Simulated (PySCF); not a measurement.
Cl₃Ga, charge -1, multiplicity 2. Atoms are numbered in the order given.

```xyz
4

Ga     0.0000     0.0000    -0.5117
Cl     1.8712     1.0803     0.3111
Cl    -1.8712     1.0803     0.3111
Cl     0.0000    -2.1606     0.3111
```
Charge -1, spin multiplicity 2.

Geometry optimised at B3LYP-D3(BJ)/def2-SVPD.

All values below come from PBE/def2-TZVPD (PySCF).

Mulliken values depend strongly on the basis, most of all with diffuse functions as here. ESP charges are fitted to the potential on shells at 1.4 to 2.0 van der Waals radii. Atomic charges (e):

| atom | ESP fit | Mulliken | Mulliken spin |
|---|---|---|---|
| Ga1 | [?] | 0.30 | 0.75 |
| Cl2 | [?] | -0.43 | 0.08 |
| Cl3 | [?] | -0.43 | 0.08 |
| Cl4 | [?] | -0.43 | 0.08 |

**Question.** Complete the blanks. (The exact figures need the calculation; the answer reports its results.)

**Answer.** 
- Ga1, ESP fit: 0.10
- Cl2, ESP fit: -0.37
- Cl3, ESP fit: -0.37
- Cl4, ESP fit: -0.37
